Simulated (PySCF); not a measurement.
Isomers of C8H9FO, one GFN2-xTB conformer each. Single-point energies are computed at PBE0/pcSseg-1 (PySCF, gas phase, no added dispersion term), electronic only.

```json
{"SMILES": "COc1ccc(CF)cc1", "GFN2-xTB relative energy (kcal/mol)": "0.0"}
{"SMILES": "C=C[C@@H]1C[C@@]1(C=C)C(=O)F", "GFN2-xTB relative energy (kcal/mol)": "41.9"}
{"SMILES": "OC[C@H](F)c1ccccc1", "GFN2-xTB relative energy (kcal/mol)": "4.5"}
{"SMILES": "C=CC1(C=C)C[C@H]1C(=O)F", "GFN2-xTB relative energy (kcal/mol)": "42.3"}
```

Conformers: `[CH3:1][O:2][c:3]1[cH:4][cH:5][c:6]([CH2:7][F:8])[cH:9][cH:10]1` with C1–O2–C3–C4 180°, C5–C6–C7–F8 180°; `[CH2:1]=[CH:2][C@@H:3]1[CH2:4][C@@:5]1([CH:6]=[CH2:7])[C:8](=[O:9])[F:10]` with C1–C2–C3–C4 -149°, C4–C5–C6–C7 0°, C4–C5–C8–O9 -158°; `[OH:1][CH2:2][C@H:3]([F:4])[c:5]1[cH:6][cH:7][cH:8][cH:9][cH:10]1` with H–O1–C2–C3 57°, O1–C2–C3–F4 -65°, C2–C3–C5–C6 98°; `[CH2:1]=[CH:2][C:3]1([CH:4]=[CH2:5])[CH2:6][C@H:7]1[C:8](=[O:9])[F:10]` with C1–C2–C3–C4 10°, C2–C3–C4–C5 -109°, C6–C7–C8–O9 21°.

What does PBE0/pcSseg-1 give for the same structures?

```json
{"SMILES": "OC[C@H](F)c1ccccc1", "PBE0/pcSseg-1 E (Eh)": "-484.73092", "PBE0/pcSseg-1 (kcal/mol)": "0.0", "GFN2-xTB (kcal/mol)": "4.5", "point group": "C1"}
{"SMILES": "COc1ccc(CF)cc1", "PBE0/pcSseg-1 E (Eh)": "-484.71852", "PBE0/pcSseg-1 (kcal/mol)": "7.8", "GFN2-xTB (kcal/mol)": "0.0", "point group": "Cs"}
{"SMILES": "C=C[C@@H]1C[C@@]1(C=C)C(=O)F", "PBE0/pcSseg-1 E (Eh)": "-484.67713", "PBE0/pcSseg-1 (kcal/mol)": "33.8", "GFN2-xTB (kcal/mol)": "41.9", "point group": "C1"}
{"SMILES": "C=CC1(C=C)C[C@H]1C(=O)F", "PBE0/pcSseg-1 E (Eh)": "-484.67617", "PBE0/pcSseg-1 (kcal/mol)": "34.4", "GFN2-xTB (kcal/mol)": "42.3", "point group": "C1"}
```

GFN2-xTB puts COc1ccc(CF)cc1 lowest instead; measured from each level's own lowest isomer, the values differ by up to 8.1 kcal/mol (C=C[C@@H]1C[C@@]1(C=C)C(=O)F: 41.9 against 33.8). As drawn, the lowest has an aromatic ring and an O–H bond, which the highest lacks; the highest has a three-membered ring, a C=O bond and a C=C bond outside aromatic rings, which the lowest lacks. Neighbours under 2.5 kcal/mol apart (C=C[C@@H]1C[C@@]1(C=C)C(=O)F and C=CC1(C=C)C[C@H]1C(=O)F) can change places with a better method, another conformer or zero-point energy.

Which frontier levels, dipoles and rotational constants go with these structures?

| SMILES | HOMO (eV, PBE0/pcSseg-1) | LUMO (eV) | dipole (D) | A, B, C (MHz) |
| --- | --- | --- | --- | --- |
| OC[C@H](F)c1ccccc1 | -7.32 | -0.48 | 1.49 | 3077, 782.1, 682.5 |
| COc1ccc(CF)cc1 | -6.41 | -0.27 | 1.34 | 3903, 682.2, 585.1 |
| C=C[C@@H]1C[C@@]1(C=C)C(=O)F | -7.38 | -0.86 | 3.44 | 1734, 1071, 822.0 |
| C=CC1(C=C)C[C@H]1C(=O)F | -7.50 | -0.73 | 3.53 | 1877, 1007, 852.1 |
